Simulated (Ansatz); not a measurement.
```yaml
crystal:
  periodic: [true, true, true]
  atoms:
    - {symbol: F, position_ang: [-1.512633, -0.481493, 0.698661]}
    - {symbol: Mo, position_ang: [-0.011742, -0.035807, 0.035984]}
    - {symbol: S, position_ang: [1.280030, -0.699298, 1.248603]}
    - {symbol: Cl, position_ang: [-0.364579, -1.594491, -1.310378]}
    - {symbol: Cl, position_ang: [1.142894, 0.876244, -1.443021]}
    - {symbol: Cl, position_ang: [-0.495239, 1.875874, 0.727648]}
basis:
  gaussian: {orbitals: def2-TZVP}
hamiltonian: {xc: {name: HF}}
correlation: {method: mp2}
accuracy: high
output: {forces: true}
```

```sh
$ ansatz run in.yaml --threads 4 --pin off --events-out ev --progress --plain --max-ram 11315MiB
```

Output, abridged:

```
Error: YAML parse error: error: line 2 column 3: crystal: missing field `lattice` (a structure is typed as `lattice` and `atoms`, a molecule's as `atoms` in Å alone, or read from a run's directory, `checkpoint`)
 --> <input>:2:3
1 | crystal:
2 |   periodic: [true, true, true]
3 |   atoms:
4 |     - {symbol: F, position_ang: [-1.512633, -0.481493, 0.698661]}
```

Something in this input is off. What?

The molecule is marked periodic without a cell. The program refused the input.
